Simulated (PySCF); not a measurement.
# Orbital picture of GaH

PBE0 at R = 1.682 Å; PySCF, scalar-relativistic core potentials, basis sets Ga cc-pVTZ-PP with ECP10, H cc-pVTZ. State: ¹Σ⁺ (singlet), closed shell. Only the outer orbitals are listed, counted within each symmetry, core potentials removing the inner ones.

| orbital | occ. | ε (eV) | on Ga (%) | main shells (%) |
| --- | --- | --- | --- | --- |
| 1δ | 2 | -22.94 | 100 | 100 Ga d |
| 1δ | 2 | -22.94 | 100 | 100 Ga d |
| 2π | 2 | -22.69 | 100 | 100 Ga d |
| 2π | 2 | -22.69 | 100 | 100 Ga d |
| 3σ | 2 | -22.67 | 100 | 100 Ga d |
| 4σ | 2 | -10.98 | 75 | 72 Ga s, 25 H s |
| 5σ | 2 | -5.94 | 66 | 40 Ga p, 34 H s, 24 Ga s |
| 3π | 0 | -1.68 | 99 | 99 Ga p |
| 3π | 0 | -1.68 | 99 | 99 Ga p |
| 6σ | 0 | 1.65 | 80 | 59 Ga p, 21 H s, 19 Ga s |

Problem. Which are the highest filled and the lowest empty level, where do they sit, and how wide is the gap?

Solution. Highest filled 5σ at -5.94 eV (in %: 40 Ga p, 34 H s, 24 Ga s); lowest empty 3π at -1.68 eV (in %: 99 Ga p); the gap at PBE0 is 4.26 eV.

| Quantity | Value |
| --- | --- |
| bond order (Mayer) | 0.92 |
| ⟨S²⟩ | 0.000 |
| charge on Ga (Mulliken, basis-dependent) | 0.19 |
| charge on Ga (Löwdin, basis-dependent) | 0.24 |
| dipole moment (positive dipole means Ga(−)H(+)) | -0.45 D |
| polarisability along the bond | 48.0 bohr³ |
| polarisability across the bond | 32.4 bohr³ |
